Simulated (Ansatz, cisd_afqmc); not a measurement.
System: SiHS, charge 1, singlet. SiHS+ (SMILES [Si]=[SH+]).
B3LYP-D3(BJ)/def2-TZVP minimum from Ansatz (an electronic-structure program):
```
S
H 1 1.3631
Si 1 2.0643 2 88.43
```
Charge +1, spin multiplicity 1.

Total energies in cc-pV(D+d)Z, 10 correlated electrons, 10 frozen orbitals. Open shells are spin-unrestricted; no spin-orbit coupling. Cores are frozen in correlated methods. No relativity. The Monte Carlo rows (phaseless AFQMC, CISD trial, step 0.005/hartree) carry one-sigma bars that omit the constraint's bias. Outlying blocks are dropped, and bars are widened where a walk drifts. Over all cases where full CI ran beside it in this data, AFQMC minus full CI had a median of +0.1 mEh and passed +0.4 mEh in a tenth of the cases.

```json
[
 {"method": "HF", "program": "Ansatz", "energy (Eh)": "-686.76490", "minus CCSDTQ (mEh)": "240.44"},
 {"method": "MP2", "program": "Ansatz", "energy (Eh)": "-686.96223", "minus CCSDTQ (mEh)": "43.12"},
 {"method": "CCSD", "program": "Ansatz", "energy (Eh)": "-686.99445", "minus CCSDTQ (mEh)": "10.89"},
 {"method": "CCSD(T)", "program": "Ansatz", "energy (Eh)": "-687.00350", "minus CCSDTQ (mEh)": "1.84"},
 {"method": "CCSDT(Q)", "program": "Ansatz", "energy (Eh)": "-687.00539", "minus CCSDTQ (mEh)": "-0.05"},
 {"method": "CCSDTQ", "program": "Ansatz", "energy (Eh)": "-687.00534", "minus CCSDTQ (mEh)": "0.00"},
 {"method": "AFQMC/CISD", "program": "cisd_afqmc", "energy (Eh)": "-687.0050 ± 0.0005", "minus CCSDTQ (mEh)": "0.4 ± 0.5"}
]
```

Rough core times of Ansatz's runs on a shared machine: CCSD(T) under 20 s, CCSDT(Q) 20 s, CCSDTQ 10 min.
